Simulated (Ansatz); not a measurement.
Relaxation of BFH6OSi (10 atoms, charge 0, multiplicity 1), to a largest force component of 0.03 eV/Å in at most 50 steps.

Theory: Ansatz, RKS PBE0/def2-SVP.

```xyz
10
Properties=species:S:1:pos:R:3
B 0.126 -0.331 -0.387
F -0.382 -0.116 2.075
H 1.059 0.422 -0.250
H -0.926 0.018 -0.877
O 0.334 -1.662 -0.073
Si -0.727 -2.959 -0.304
H 0.103 -4.193 -0.297
H -1.700 -2.997 0.826
H -1.445 -2.811 -1.603
H 0.210 -0.818 1.965
```

Where does it end, and by what steps?

The forces met the threshold. After 26 steps the energy has fallen by 0.153 eV; F2 moved furthest, 1.68 Å.

```tsv
step	energy less start (eV)	largest force component (eV/Å)	accepted
0	0.0000	0.779	yes
1	-0.0111	0.320	yes
2	-0.0142	0.382	yes
3	-0.0193	0.246	yes
4	-0.0249	0.189	yes
5	-0.0285	0.295	yes
6	-0.0330	0.167	yes
7	-0.0402	0.187	yes
8	-0.0407	0.443	yes
9	-0.0275	0.678	no
10	-0.0582	0.175	yes
11	-0.0702	0.098	yes
12	-0.0807	0.612	yes
13	-0.0890	0.542	yes
14	-0.1068	0.075	yes
15	-0.1124	0.348	yes
16	-0.1128	0.678	yes
17	-0.0853	1.051	no
18	-0.1206	0.137	yes
19	-0.1282	0.062	yes
20	-0.1312	0.794	yes
21	-0.1442	0.209	yes
22	-0.1445	0.193	yes
23	-0.1494	0.508	yes
24	-0.1527	0.114	yes
25	-0.1526	0.093	no
26	-0.1531	0.013	yes
```

```xyz
10
Properties=species:S:1:pos:R:3
B 0.008 -0.141 -0.791
F 0.230 -1.578 2.637
H 0.500 0.893 -0.403
H -0.310 -0.318 -1.948
O -0.183 -1.127 0.118
Si -0.823 -2.703 -0.051
H 0.248 -3.663 0.317
H -1.995 -2.806 0.853
H -1.229 -2.873 -1.475
H 0.207 -1.131 1.816
```

Time of the run: 40 s on 2 threads of Intel(R) Xeon(R) Platinum 8488C (Sapphire Rapids) (shared host), peak memory 0.19 GiB.
